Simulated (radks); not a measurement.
Q: The germanium ion Ge8+ is in [Ar] 3d(3/2: 4, 5/2: 2). Method: Dirac Kohn-Sham, relativistic LDA (MacDonald-Vosko exchange, VWN5 correlation), spin-unpolarised, spherical densities, finite nucleus; Fermi nuclear charge, rms radius of each element as measured or else 0.836 A^(1/3) + 0.57 fm; computed with a radial shooting solver on a logarithmic mesh with Libxc functionals. Sub-shells are occupied by j as written (lower j first in brackets). One electron is removed from 3d5/2, 3p1/2, 3p3/2, 3d3/2 in turn, with full relaxation. Which removal costs least, and what does each cost?

A: 3d5/2 213.00 eV; 3d3/2 213.84 eV; 3p3/2 298.94 eV; 3p1/2 303.95 eV. The 3d5/2 electron leaves first.
